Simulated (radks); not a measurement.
The numbers below are computed, except where a source is named.
Problem. Species: W. Configuration: [Xe] 4f14 5d4.25 6s1.75 (fractional occupations, a model configuration). Code: a radial shooting solver on a logarithmic mesh with Libxc functionals. Model: Dirac Kohn-Sham, LDA (Slater exchange, Perdew-Wang correlation), spin-unpolarised, spherical densities, finite nucleus; open shells fill j = l - 1/2 first; Fermi nuclear charge, rms radius 5.3658 fm. Some entries of the table are withheld. Estimate them.

orbital  occ.  eigenvalue (Ry)  <1/r> (bohr^-1)  r(max) (bohr)
1s1/2       2        -5094.366            86.97        0.01147
2s1/2       2        -878.7623            21.17        0.06592
2p1/2       2        -840.8233            21.15        0.04897
2p3/2       4        -741.5131            17.76        0.05581
3s1/2       2        -202.2756            7.767         0.1857
3p1/2       2        -185.2899            7.688         0.1738
3p3/2       4        -163.8218            6.813         0.1879
3d3/2       4        -135.0342            6.709            (1)
3d5/2       6        -130.3611            6.503            (2)
4s1/2       2        -41.61158            3.268         0.4212
4p1/2       2        -34.56046            3.160         0.4208
4p3/2       4        -29.56754            2.853         0.4506
4d3/2       4              (3)            2.639            (4)
4d5/2       6              (5)            2.565            (6)
5s1/2       2         -5.73757            1.265         0.9629
5p1/2       2         -3.64388            1.134            (7)
5p3/2       4         -2.91845            1.023            (8)
4f5/2       6         -2.46565            2.101         0.4254
4f7/2       8         -2.30096            2.069         0.4304
6s1/2    1.75         -0.41528           0.3963          2.671
5d3/2       4         -0.33372           0.6491            (9)
5d5/2    0.25         -0.28211           0.6182           (10)

Solution. 
(1) 3d3/2 r(max) (bohr): 0.1470
(2) 3d5/2 r(max) (bohr): 0.1509
(3) 4d3/2 eigenvalue (Ry): -17.94362
(4) 4d3/2 r(max) (bohr): 0.4471
(5) 4d5/2 eigenvalue (Ry): -17.02347
(6) 4d5/2 r(max) (bohr): 0.4565
(7) 5p1/2 r(max) (bohr): 1.033
(8) 5p3/2 r(max) (bohr): 1.118
(9) 5d3/2 r(max) (bohr): 1.482
(10) 5d5/2 r(max) (bohr): 1.536
